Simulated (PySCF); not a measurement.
**Frontier orbitals and the lowest excitations**

C6H13OP.
Atom-mapped SMILES: `[CH2:1]=[CH:2][P@@:3]([CH3:4])(=[O:5])[CH:6]([CH3:7])[CH3:8]` (hydrogens: H9, H10 on C1; H11 on C2; H12, H13, H14 on C4; H15 on C6; H16, H17, H18 on C7; H19, H20, H21 on C8)

Geometry (PBE0-D3(BJ)/def2-SVP, Å), atoms numbered from 1 in this order:
```
atom  x, y, z in Å
C1     2.3386    0.6677   -0.5454
C2     1.3894   -0.2564   -0.7055
P3     0.0645   -0.3567    0.5247
C4     0.1165   -2.0805    1.1002
O5     0.2035    0.6656    1.6160
C6    -1.4977   -0.1803   -0.4304
C7    -1.5396    1.2241   -1.0252
C8    -2.6897   -0.4423    0.4857
H9     3.1710    0.7760   -1.2477
H10    2.2899    1.3455    0.3143
H11    1.3988   -0.9506   -1.5550
H12   -0.6516   -2.2261    1.8725
H13    1.1030   -2.2603    1.5503
H14   -0.0466   -2.7916    0.2767
H15   -1.4727   -0.9324   -1.2404
H16   -1.4617    1.9732   -0.2224
H17   -0.7101    1.3985   -1.7267
H18   -2.4854    1.3885   -1.5645
H19   -2.6398    0.2141    1.3686
H20   -3.6335   -0.2347   -0.0419
H21   -2.7283   -1.4846    0.8363
```

Computed with TDDFT CAM-B3LYP/def2-SVPD, vertical, gas phase, core orbitals frozen in the response in PySCF 2.14.0, density-fitted response routines.

Frontier orbitals with the atoms that hold most of them (Löwdin shares over 4%, at most four atoms; ? is withheld):

| orbital | ε (eV) | atoms |
| --- | --- | --- |
| HOMO-3 | -10.92 | O5 29%, C6 13%, P3 11%, C7 9% |
| HOMO-2 | -9.58 | C2 38%, C1 35%, O5 6%, P3 5% |
| HOMO-1 | -8.99 | O5 66%, P3 13%, C2 9%, C4 6% |
| HOMO | -8.79 | ? |
| LUMO | ? | ? |
| LUMO+1 | 1.05 | C4 11%, H15 10%, C2 9%, H14 9% |
| LUMO+2 | 1.80 | C1 13%, C7 11%, C4 10%, H14 8% |

(1) Give the leading atoms of the LUMO.

(2) Which atoms hold the HOMO, and with what shares?

(3) What is the LUMO energy, and the HOMO–LUMO gap?

Results:

(1) C1 (bonded to C and 2 H) 36%; C2 (bonded to C, P and H) 30%; H9 (bonded to C) 6%; P3 (bonded to 3 C and O) 6%. By element: carbon 67% or more, hydrogen 6% or more, phosphorus 6%.

(2) O5 (bonded to P) 56%; P3 (bonded to 3 C and O) 14%; C6 (bonded to 2 C, P and H) 13%; C4 (bonded to P and 3 H) 5%. By element: oxygen 56%, carbon 18% or more, phosphorus 14%.

(3) ε(LUMO) = 0.50 eV; the gap is 9.29 eV (0.3412 hartree).

**Question.** The HOMO–LUMO gap is 9.29 eV. Where does the response calculation put the lowest singlet, and from which orbitals?

**Answer.** S1 is at 6.09 eV (f = 0.0048), 3.19 eV below the gap, made of HOMO-1→LUMO (70%), HOMO→LUMO (25%). Its leading pair isn't HOMO and LUMO; the energies of that pair differ by 9.48 eV. Without the coupling terms of the response equations the lowest excitation would equal the gap.

**Question.** One configuration dominates each of S2, S3 and S4. Which, and how do the shares of the two leading atoms of either orbital change from the occupied to the empty one?

**Answer.** 
- S2 (6.33 eV, f 0.020), HOMO→LUMO (72%): O5 56% → at most 6%, P3 14% → 6%, C1 at most 5% → 36%, C2 at most 5% → 30%
- S3 (7.14 eV, f 0.020), HOMO→LUMO+1 (81%): O5 56% → at most 9%, P3 14% → at most 9%, C4 5% → 11%, H15 at most 5% → 10%
- S4 (7.30 eV, f 0.265), HOMO-2→LUMO (75%): C2 38% → 30%, C1 35% → 36%

On one thread, Arm Neoverse V2 (aarch64), no GPU, shared host with 96 logical CPUs at a one-minute load of 64, this took 8.4 min wall (grids of density and orbitals included) and 1.3 GiB of memory at its peak.

One conformer stands for the species.
